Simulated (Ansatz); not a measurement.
Two isomers of C2H6BFO: A = `BOC(C)F`, B = `CB(F)CO`.

Program: Ansatz. Geometries: PBE0-D4/def2-TZVP. ΔE: electronic, gas phase. CCSD(T)/CBS is the MP2 limit (def2-TZVPP, def2-QZVPP) plus CCSD(T) − MP2 in def2-TZVPP, frozen cores. DFT in def2-TZVPP. B3LYP here is the variant with VWN-RPA as its local correlation; programs differ in this. One conformer a species, not always the lowest.

(1) Which is lower in electronic energy at CCSD(T)/CBS, and by how much? (Estimate.)

(2) Give E(B) − E(A) in kJ/mol with PBE-D4, ωB97M-V, MP2/def2-TZVPP, CCSD(T)/def2-TZVPP, r2SCAN-D4, B3LYP, CCSD/def2-TZVPP. (An estimate is asked.)

Largest T1 diagnostic: 0.013.

Answers

(1) Computed: B, by 79.7 kJ/mol.

(2) The calculation gave: PBE-D4 -81.8, ωB97M-V -78.8, MP2/def2-TZVPP -80.7, CCSD(T)/def2-TZVPP -76.1, r2SCAN-D4 -81.1, B3LYP -76.8, CCSD/def2-TZVPP -77.4. None reverses the order clearly.

In def2-TZVPP, CCSD(T) changes the Hartree–Fock value by −9.5 kJ/mol (the triples alone add +1.3 kJ/mol) and MP2 by −14.1 kJ/mol.
